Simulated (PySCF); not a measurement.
A run that did not reach its result, on `C#Cc1ncns1` (driver script around PySCF, density fitting, GFN2-xTB geometry as the base; each input is a line of settings and coordinates in Å).

Command:
```bash
OMP_NUM_THREADS=1 python probes_run.py task.json out
```
Input:
```
{"job": {"kind": "nmr", "xc": "HCTH407", "basis": "pcSseg-1", "pop": true, "scf": {"conv": 0.001, "max_cycle": 90}}, "charge": 4, "multiplicity": 1}
C      2.737718     0.057264     0.222018
C      1.540045     0.048876     0.116469
C      0.153051     0.082303    -0.024172
N     -0.686319    -0.853228     0.303903
C     -1.933561    -0.460294     0.020824
N     -2.117888     0.719428    -0.506824
S     -0.692426     1.473574    -0.703607
H      3.782035     0.042802     0.321569
H     -2.769095    -1.104729     0.224640
```

Output:
```
final grid: 89312 points
cycle   1  E = -657.8456976026  dE =  4.572e+00  |g| = 1.104e+00  |ddm| = 3.579e+00
cycle   2  E = -651.2027335838  dE =  6.643e+00  |g| = 3.266e+00  |ddm| = 4.505e+00
cycle   3  E = -657.1287987627  dE = -5.926e+00  |g| = 1.768e+00  |ddm| = 4.146e+00
cycle   4  E = -657.8687407223  dE = -7.399e-01  |g| = 1.183e+00  |ddm| = 2.219e+00
cycle   5  E = -657.8652133499  dE =  3.527e-03  |g| = 1.170e+00  |ddm| = 1.823e+00
cycle   6  E = -658.1090323258  dE = -2.438e-01  |g| = 7.842e-01  |ddm| = 6.831e-01
cycle   7  E = -658.2142458963  dE = -1.052e-01  |g| = 6.959e-01  |ddm| = 1.418e+00
cycle   8  E = -658.0324263568  dE =  1.818e-01  |g| = 9.603e-01  |ddm| = 1.861e+00
cycle   9  E = -658.1092898536  dE = -7.686e-02  |g| = 8.099e-01  |ddm| = 3.057e-01
cycle  10  E = -657.8925216179  dE =  2.168e-01  |g| = 1.071e+00  |ddm| = 1.695e+00
... (70 lines left out)
cycle  81  E = -658.1143001737  dE = -9.116e-02  |g| = 7.977e-01  |ddm| = 1.999e-01
cycle  82  E = -658.2628158499  dE = -1.485e-01  |g| = 4.995e-01  |ddm| = 7.217e-01
cycle  83  E = -658.0125497759  dE =  2.503e-01  |g| = 9.176e-01  |ddm| = 1.676e+00
cycle  84  E = -658.0762469778  dE = -6.370e-02  |g| = 9.098e-01  |ddm| = 8.289e-01
cycle  85  E = -658.1014608528  dE = -2.521e-02  |g| = 8.411e-01  |ddm| = 1.880e-01
cycle  86  E = -658.0588755371  dE =  4.259e-02  |g| = 9.143e-01  |ddm| = 1.734e-01
cycle  87  E = -658.1713606618  dE = -1.125e-01  |g| = 7.509e-01  |ddm| = 5.774e-01
cycle  88  E = -658.2564375170  dE = -8.508e-02  |g| = 5.383e-01  |ddm| = 1.759e+00
cycle  89  E = -658.1047604945  dE =  1.517e-01  |g| = 8.063e-01  |ddm| = 1.710e+00
cycle  90  E = -658.3103232146  dE = -2.056e-01  |g| = 3.711e-01  |ddm| = 7.759e-01
SCF not converged, last energy = -658.3103232146
```

Cost: about 2.5 min of CPU time on one thread; the machine was shared, so the figure is rough.

Q: Diagnose the run.

A: The SCF did not converge in 90 cycles: the last printed gradient is 3.7e-01 and the last change of energy -2.1e-01 Eh. The charge was set to +4 in place of 0. Go back to the molecule's own charge; if that fails, try a level shift or a second-order solver. Its energy and orbitals aren't self-consistent and shouldn't be used.
